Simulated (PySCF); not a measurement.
Working out the ionisation energy of Nb⁺

Nb⁺ [Kr] 4d4 (5D) → Nb²⁺ [Kr] 4d3 (4F). Calculation: PySCF 2.14, in aug-cc-pVDZ-PP with ECP28MDF (5s5p4d2f, 54 functions); a scalar-relativistic core potential. Frozen: 4s2 4p6. Energies in hartree (1 hartree = 27.21139 eV):

```json
{"part": "UHF", "Nb⁺ (lower)": "-55.927002", "Nb²⁺ (upper)": "-55.445827"}
{"part": "MP2 opposite-spin", "Nb⁺ (lower)": "0.000000", "Nb²⁺ (upper)": "0.000000"}
{"part": "MP2 same-spin", "Nb⁺ (lower)": "-0.026527", "Nb²⁺ (upper)": "-0.010066"}
```

Problem. What does Hartree-Fock give?

Solution. (-55.445827) − (-55.927002) = 0.481175 hartree = 13.093 eV.

Problem. What do MP2 and SCS-MP2 (6/5 opposite-spin, 1/3 same-spin) give?

Solution. The opposite-spin parts differ by 0.000 eV and the same-spin parts by 0.448 eV. MP2: 13.093 + (0.000) + (0.448) = 13.541 eV. SCS-MP2: 13.093 + 1.2 × (0.000) + (0.448)/3 = 13.242 eV.

Reference: 14.32 eV (semi-empirical (NIST evaluation); NIST Atomic Spectra Database, ionization energies), between the lowest levels; spin-orbit coupling is absent from the calculation.

A double-zeta basis recovers only part of the correlation energy.

What remains against the reference includes basis incompleteness, the frozen core and correlation beyond second order.
